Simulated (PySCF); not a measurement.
Si(Br)2(OH)2 (Br2H2O2Si), SMILES O[Si](Br)(Br)O.

The structure is a stationary point at B3LYP-D3(BJ)/def2-SVP. The structure was generated by enumeration, and PubChem lists no compound with its InChIKey, so it may never have been made. Other conformers were not sampled.

Computed with PBE0/def2-TZVP (PySCF).

Symmetry labels are those of the subgroup C2 that the program uses (full group C2).

Computed valence orbital energies around the gap with their symmetry:
| orbital | symmetry | energy (eV) |
|---|---|---|
| HOMO−7 | A | -11.77 |
| HOMO−6 | A | -10.37 |
| HOMO−5 | B | -10.23 |
| HOMO−4 | B | -10.07 |
| HOMO−3 | A | -9.30 |
| HOMO−2 | B | -8.85 |
| HOMO−1 | A | -8.75 |
| HOMO | B | -8.57 |
| LUMO | A | -0.40 |
| LUMO+1 | A | 0.53 |
| LUMO+2 | B | 0.90 |
| LUMO+3 | B | 1.46 |
